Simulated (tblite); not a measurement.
Compound: C6H11BBrF.
Bonds: C1–C2 (double), C2–C3, C3–C4, C3–C5, C3–C6, C6–B7, B7–F8, B7–Br9. Hydrogens: H10, H11 on C1; H12 on C2; H13, H14, H15 on C4; H16, H17, H18 on C5; H19, H20 on C6.

Computed with GFN2-xTB (tblite), gas phase: L-BFGS steps from a force-field or distance-geometry start until the largest atomic force falls under 0.01 eV/Å.

Step 0: E = -776.6643 eV
```
atom  x, y, z in Å  |  force x, y, z in eV/Å
C1     -1.1821    1.9614    0.3132   -0.091  -0.192   0.372
C2     -0.8063    0.7661    0.7470    0.182   0.160   0.046
C3     -0.2445   -0.3296   -0.1589   -0.835  -0.128   0.092
C4     -1.3387   -0.7106   -1.1974   -0.183  -0.185   0.085
C5      0.0781   -1.5806    0.6875    0.374  -0.244  -0.011
C6      1.0093    0.1555   -0.9295    1.102   0.185   0.286
B7      2.2270    0.6319    0.0074    0.243   1.575   1.409
F8      2.0903    1.7965    0.8610    0.607  -2.902  -2.007
Br9     3.9707   -0.3619   -0.0210   -1.497   1.072   0.204
H10    -1.1384    2.2261   -0.7322   -0.013   0.122   0.149
H11    -1.5735    2.6994    1.0125    0.148  -0.206  -0.413
H12    -0.8851    0.5632    1.8249    0.128  -0.121  -0.635
H13    -0.9943   -1.5594   -1.8144   -0.140   0.465   0.234
H14    -2.2667   -1.0344   -0.6755    0.637   0.298  -0.335
H15    -1.5859    0.1420   -1.8570    0.159  -0.516   0.404
H16     0.8124   -1.3397    1.4900   -0.449  -0.167  -0.606
H17    -0.8352   -1.9723    1.1739    0.483   0.250  -0.330
H18     0.5052   -2.3865    0.0402   -0.317   0.644   0.582
H19     0.7603    1.0075   -1.5916   -0.128  -0.418   0.295
H20     1.3922   -0.6640   -1.5698   -0.410   0.308   0.177
```

Step 1: E = -776.9805 eV
```
atom  x, y, z in Å  |  force x, y, z in eV/Å
C1     -1.1834    1.9586    0.3185   -0.057  -0.023  -0.060
C2     -0.8037    0.7684    0.7477    0.177  -0.104  -0.062
C3     -0.2564   -0.3314   -0.1575   -0.114  -0.038   0.020
C4     -1.3413   -0.7132   -1.1962    0.071  -0.029   0.090
C5      0.0834   -1.5841    0.6874   -0.056   0.136  -0.082
C6      1.0250    0.1581   -0.9254    0.437   0.177   0.505
B7      2.2305    0.6544    0.0276    0.035   0.545   0.499
F8      2.0990    1.7550    0.8323    0.507  -1.797  -1.177
Br9     3.9493   -0.3465   -0.0181   -1.180   0.927   0.233
H10    -1.1386    2.2278   -0.7301   -0.021   0.069   0.247
H11    -1.5714    2.6965    1.0066    0.061  -0.042  -0.205
H12    -0.8833    0.5614    1.8159    0.115  -0.156  -0.357
H13    -0.9963   -1.5527   -1.8110   -0.060   0.261   0.115
H14    -2.2576   -1.0301   -0.6803    0.281   0.157  -0.147
H15    -1.5836    0.1346   -1.8512    0.101  -0.325   0.263
H16     0.8060   -1.3421    1.4813   -0.193  -0.075  -0.344
H17    -0.8283   -1.9688    1.1691    0.333   0.142  -0.217
H18     0.5007   -2.3773    0.0485   -0.125   0.315   0.289
H19     0.7585    1.0016   -1.5873   -0.076  -0.323   0.258
H20     1.3863   -0.6596   -1.5673   -0.235   0.182   0.132
```

Question: Estimate the geometry and energy of step 2. (The exact step hangs on the optimiser's Hessian estimate; all steps are aligned on step 1, rigid shifts and turns removed.)

Answer: E = -777.0798 eV, largest force 3.293 eV/Å
```
atom  x, y, z in Å  |  force x, y, z in eV/Å
C1     -1.1855    1.9573    0.3178    0.094  -0.324   0.069
C2     -0.7975    0.7656    0.7458   -0.019   0.188  -0.319
C3     -0.2627   -0.3330   -0.1566    0.390   0.100  -0.019
C4     -1.3396   -0.7147   -1.1930    0.294   0.073   0.129
C5      0.0828   -1.5804    0.6847   -0.155   0.332  -0.145
C6      1.0425    0.1644   -0.9083   -0.244  -0.077   0.257
B7      2.2324    0.6769    0.0480   -0.019  -2.628  -1.985
F8      2.1172    1.6881    0.7881    0.092   1.815   1.472
Br9     3.9067   -0.3133   -0.0100   -0.499   0.535   0.218
H10    -1.1393    2.2304   -0.7217   -0.012   0.094  -0.024
H11    -1.5689    2.6945    0.9987   -0.015   0.078  -0.019
H12    -0.8792    0.5560    1.8024    0.092  -0.191  -0.006
H13    -0.9986   -1.5429   -1.8066    0.070  -0.030  -0.052
H14    -2.2465   -1.0241   -0.6861   -0.088   0.000   0.089
H15    -1.5799    0.1226   -1.8415    0.026   0.024   0.018
H16     0.7984   -1.3450    1.4684    0.082   0.060  -0.021
H17    -0.8161   -1.9634    1.1611   -0.050  -0.007  -0.009
H18     0.4957   -2.3651    0.0596    0.061  -0.028  -0.056
H19     0.7556    0.9899   -1.5781   -0.032  -0.136   0.219
H20     1.3775   -0.6528   -1.5625   -0.069   0.124   0.183
```

The energy changes by -0.0993 eV. The first-order estimate −F·Δx gives -0.3639 eV and the mean of the old and new forces, exact on a quadratic surface, -0.0614 eV. The step makes an angle of 3° with the force vector and moves no atom by more than 0.082 Å.

The cost below is that of the whole relaxation. The run took 0.41 s of wall time on an Arm Neoverse V1 with one thread, shared host.
